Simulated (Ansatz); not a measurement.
`[SiH2]1[SiH2][GeH2][SiH2][GeH2]1`, charge 0, multiplicity 1.

Problem. Give a relaxed structure at PBE0-D4/def2-TZVP (Ansatz 0.2.0). (Best estimate.)

Solution. Computed: 
Z-matrix (Å, degrees):
```
Si
Ge 1 2.388
Si 1 2.338 2 102.8
H 1 1.488 2 112.9 3 -123.4
H 1 1.490 2 108.9 3 115.6
Si 2 2.395 1 104.9 3 -35.4
H 2 1.541 1 109.2 3 81.6
H 2 1.539 1 112.8 3 -158.2
Ge 3 2.388 1 102.7 2 44.0
H 3 1.490 1 109.1 2 -71.5
H 3 1.488 1 114.1 2 166.6
H 6 1.488 2 110.5 1 132.8
H 6 1.488 2 110.8 1 -106.9
H 9 1.541 3 109.1 1 81.0
H 9 1.539 3 112.9 1 -158.8
```
Point group C2.
This is one stationary point; other conformers may exist.
